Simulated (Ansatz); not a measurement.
Input for Ansatz (a program for electronic structure): R-r2SCAN/def2-TZVPPD on C3H10Si (a complex), monomers drawn apart or pushed together. Files ending in .json are basis or fitting sets from the Basis Set Exchange.

Ansatz 0.2 input:
```yaml
crystal:
  periodic: [false, false, false]
  atoms:
    - {symbol: C, position_ang: [0.49074101, -0.01534055, 0.01815899]}
    - {symbol: C, position_ang: [-0.80890597, 0.21795925, 0.12473274]}
    - {symbol: H, position_ang: [1.21802277, 0.54424305, 0.59331307]}
    - {symbol: H, position_ang: [0.88058685, -0.77579937, -0.64766258]}
    - {symbol: H, position_ang: [-1.53757281, -0.34111743, -0.44987396]}
    - {symbol: H, position_ang: [-1.19579271, 0.97847724, 0.79194922]}
    - {symbol: C, position_ang: [-0.72479034, -1.04264315, 4.27063190]}
    - {symbol: Si, position_ang: [0.56873638, 0.31031288, 4.36146390]}
    - {symbol: H, position_ang: [-1.67892411, -0.69628228, 4.67220026]}
    - {symbol: H, position_ang: [-0.41339666, -1.91618034, 4.84635682]}
    - {symbol: H, position_ang: [-0.88013140, -1.35065447, 3.23605880]}
    - {symbol: H, position_ang: [0.13780498, 1.50782015, 3.59901356]}
    - {symbol: H, position_ang: [1.86060113, -0.15388050, 3.80006221]}
    - {symbol: H, position_ang: [0.79786946, 0.72177914, 5.76890084]}
basis:
  gaussian:
    orbitals: def2-TZVPPD.json
hamiltonian:
  xc: {name: r2SCAN}
scf: {lower_state_search: off}
```

It printed:

```
WARN ansatz: RAYON_NUM_THREADS=2 ignored (pool sized by the plan → 2); use --threads N
Functional definition: r2SCAN
these checks for a lower state are left out or cut short: stability, starts, cluster_reference, orbital_swaps, neighbouring_geometries, increment
integrals: 0.28 GiB planned
1417 factors; their error is unknown
mean field: 2.04 GiB planned
mean field evaluation 1: about -11136.6094 eV, gradient 7.4e1 eV
mean field evaluation 2: about -11127.1837 eV, gradient 9.0e1 eV
mean field evaluation 4: about -11149.5519 eV, gradient 2.6e0 eV
mean field evaluation 8: about -11149.5740 eV, gradient 2.6e-1 eV
mean field evaluation 16: about -11149.5222 eV, gradient 2.4e-4 eV
mean field -11149.52217176 eV, -409.7373823948 hartree, gradient 4.1e-6 eV, S^2 0.000000; 0 other end points of the search recorded, 0 dependent functions left out
reference -11149.52218781 eV, -409.7373829843 hartree; 21, 21 occupied and 308, 308 virtual orbitals, 1417 factors
Total energy: -11149.52218781 eV, -409.7373829843 hartree
Checks for a lower state left out: stability, starts, cluster_reference, orbital_swaps, neighbouring_geometries, increment
```

Self-consistency was reached.

Cost: roughly 7 core-seconds.
